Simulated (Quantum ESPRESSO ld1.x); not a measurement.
Problem. All-electron atom: N+ in [He] 2s2 2p2. All-electron calculation, scalar-relativistic Kohn-Sham, PBEsol, spin-unpolarised, spherical densities, point nucleus. Program: ld1.x of Quantum ESPRESSO 7.5. Some entries of the table are withheld. Estimate them.

orbital  occ.  eigenvalue (eV)  r(max) (bohr)
1s          2         -400.016            (1)
2s          2         -32.3054          0.990
2p          2              (2)            (3)

Solution. 
(1) 1s r(max) (bohr): 0.149
(2) 2p eigenvalue (eV): -20.5983
(3) 2p r(max) (bohr): 0.921
